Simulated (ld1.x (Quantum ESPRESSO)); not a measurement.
## Hf (Z = 72) TM semilocal: all-electron and pseudo phase curves

```json
{
 "Element": "Hf (Z = 72)",
 "Generator": "ld1.x (Quantum ESPRESSO) 7.5",
 "Type": "norm-conserving Troullier–Martins (semilocal form)",
 "Functional": "LDA (PZ)",
 "Relativity": "scalar-relativistic",
 "Frozen core": "[Xe] 4f14",
 "Valence charge": "4",
 "Reference configuration": "5d2 6s2 6p0",
 "Partial waves": "6s (bound): rc 3.15 bohr; 5d (bound): rc 2.20 bohr; 6p (bound, empty): rc 3.00 bohr",
 "Local potential": "the p channel",
 "Core correction": "a·sin(br)/r model core, default radius (core density twice the valence density)"
}
```

The phase is arctan(r·u′/u) with u = r·R(r), unwrapped; energies in Ry, scanned from -2 to 5 Ry. A pole is an energy at which the radial function vanishes at the test radius. The pseudo phase is shifted by a multiple of π to meet the all-electron one at the reference energy, and phase errors are pseudo minus all-electron; the curves can meet again beyond the range given. Levels narrower than the energy grid can be missing from the lists of poles.

```json
{"channel": "s", "radius (bohr)": "3.42", "reference energy (Ry)": "-0.39", "poles, all-electron": "0.62", "poles, pseudo": "0.57, 3.82", "unbroken range about the reference energy with phases within 0.05 rad": "below 1.4", "phase error 1 Ry above the reference energy (rad)": "-0.011"}
{"channel": "p", "radius (bohr)": "3.42", "reference energy (Ry)": "-0.11", "poles, all-electron": "1.64", "poles, pseudo": "1.29, 4.20", "unbroken range about the reference energy with phases within 0.05 rad": "below 1.1", "phase error 1 Ry above the reference energy (rad)": "-0.044"}
{"channel": "d", "radius (bohr)": "3.42", "reference energy (Ry)": "-0.21", "poles, all-electron": "0.07, 3.55", "poles, pseudo": "0.07, 3.52", "unbroken range about the reference energy with phases within 0.05 rad": "the whole range", "phase error 1 Ry above the reference energy (rad)": "-0.001"}
```

Phases in the s channel:

```csv
E (Ry),all-electron,pseudo
-2.00,1.311,1.309
-1.52,1.240,1.238
-1.04,1.067,1.063
-0.56,0.174,0.172
-0.08,-1.252,-1.255
0.40,-1.515,-1.523
0.88,-1.622,-1.640
1.36,-1.703,-1.748
1.84,-1.803,-1.969
2.32,-2.005,-3.414
2.80,-2.830,-4.452
3.28,-4.165,-4.624
3.76,-4.471,-4.705
4.24,-4.580,-4.768
4.72,-4.638,-4.848
```
